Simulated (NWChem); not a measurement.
System: GaH$_{3}$Se; SMILES [GaH2][SeH]

Input file for NWChem:

```
start job
memory heap 200 mb stack 900 mb global 1100 mb
geometry units angstroms noautoz
  Ga     0.013957     1.236581     0.000000
  H     -1.381413     1.940613     0.000000
  H      1.410891     1.938140     0.000000
  Se    -0.055303    -1.084518     0.000000
  H      1.408332    -1.226966     0.000000
end
basis spherical
  * library 6-31g*
end
dft
  xc b3lyp
  iterations 150
  vectors input atomic output neutral.movecs
end
task dft energy
charge 1
dft
  odft
  mult 2
  vectors input atomic output cation.movecs
end
task dft energy
```

The geometry was optimised at PBE0/def2-SVP.

Ions are spin-unrestricted doublets at the neutral geometry; other ion states weren't tried.

Q: Give the results of this calculation. (B3LYP/6-31G* (spherical d), vertical spin-unrestricted ions.) Quantities: vertical ionisation energy, ΔSCF (eV); −ε(HOMO) (eV).

A: 
| Quantity | Result |
|---|---|
| vertical ionisation energy, ΔSCF (eV) | 9.57 |
| −ε(HOMO) (eV) | 7.01 |
